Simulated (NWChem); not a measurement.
Molecule: CH5BSe; SMILES CB[SeH]

```xyz
8

B     -0.6425    -1.0207    -0.0006
H     -1.8515    -1.1457     0.0001
C      0.3228    -2.2550    -0.0002
H      0.0919    -2.9027    -0.8751
H      0.1050    -2.8879     0.8891
H      1.4065    -2.0262    -0.0093
Se     0.0806     0.7678    -0.0001
H     -1.2174     1.4907     0.0020
```
Atoms are numbered in this order, from 1.

Structure relaxed at the PBE-D3(BJ)/def2-SVP level.

Task: List the 4 lowest vertical singlet excitations from B3LYP/6-31G* (spherical d), full TDDFT (NWChem).

Result: 
```json
[
 {"state": "S1", "energy (eV)": "5.87", "oscillator strength": "0.160", "leading excitation (squared amplitude)": "HOMO → LUMO (0.95)"},
 {"state": "S2", "energy (eV)": "6.05", "oscillator strength": "0.000", "leading excitation (squared amplitude)": "HOMO−1 → LUMO (0.98)"},
 {"state": "S3", "energy (eV)": "6.30", "oscillator strength": "0.000", "leading excitation (squared amplitude)": "HOMO → LUMO+1 (0.96)"},
 {"state": "S4", "energy (eV)": "6.81", "oscillator strength": "0.000", "leading excitation (squared amplitude)": "HOMO−2 → LUMO (0.97)"}
]
```
